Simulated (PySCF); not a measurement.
Indirect couplings

Cartesian coordinates in Å; atom numbers follow the order of the lines, from 1:
```xyz
12

F     2.311   -0.005    1.576
C     1.178    0.054    0.798
B     0.614    1.358    0.277
C    -0.632    1.187   -0.558
C    -1.140   -0.087   -0.774
F    -2.271   -0.234   -1.529
C    -0.578   -1.255   -0.268
C     0.585   -1.168    0.519
H     1.128    2.444    0.515
H    -1.190    2.008   -1.025
H    -1.047   -2.217   -0.489
H     1.037   -2.082    0.924
```

Total charge -1.

Method: B3LYP/pcJ-1 (spin–dipole term only in couplings to heteroatoms)//PBE0-D3(BJ)/def2-SVP, PySCF 2.14; isolated molecule, single conformer, non-relativistic. Couplings are averaged over pairs made equivalent by symmetry, fast rotation or ring inversion, so a value needn't be that of the named pair in this geometry, while other rotamers aren't included; one pair stands for each set, and the list holds a selection of those of at least 1.5 Hz over up to four bonds. One-bond C–F couplings come out tens of Hz too large with common functionals.

Isotopes: 19F, 13C, 1H, 11B.

```
   pair  bonds  J (Hz)
 F1, C2      1  -297.9
 C2, B3      1    86.2
 C2, C8      1       ?
 B3, C4      1    74.0
 B3, H9      1   117.8
 C4, C5      1    64.8
C4, H10      1       ?
 C5, F6      1  -292.8
 C5, C7      1       ?
 C7, C8      1       ?
C7, H11      1   159.2
C8, H12      1       ?
C2, H12      2       ?
 B3, C8      2     8.9
 C4, F6      2    -2.6
C5, H10      2    -7.6
 F1, H9      3     8.2
C2, H10      3    10.6
 B3, C7      3     3.4
B3, H12      3     4.2
 C4, C8      3     1.7
 C5, H9      3       ?
 F6, C8      3     9.2
F6, H11      3       ?
H9, H10      3     6.9
F1, H11      4     1.8
```

Problem. Estimate the withheld couplings, with signs.

Solution. 
- 1J(C2,C8) = 65.3 Hz (bond length 1.386 Å)
- 1J(C4,H10) = 141.9 Hz (bond length 1.098 Å, sp2 carbon)
- 1J(C5,C7) = 80.5 Hz (bond length 1.392 Å)
- 1J(C7,C8) = 68.8 Hz (bond length 1.406 Å)
- 1J(C8,H12) = 148.2 Hz (bond length 1.097 Å, sp2 carbon)
- 2J(C2,H12) = -5.6 Hz (angle at C8 119°)
- 3J(C5,H9) = 9.6 Hz (dihedral angle 180°)
- 3J(F6,H11) = 10.1 Hz (dihedral angle 0°)
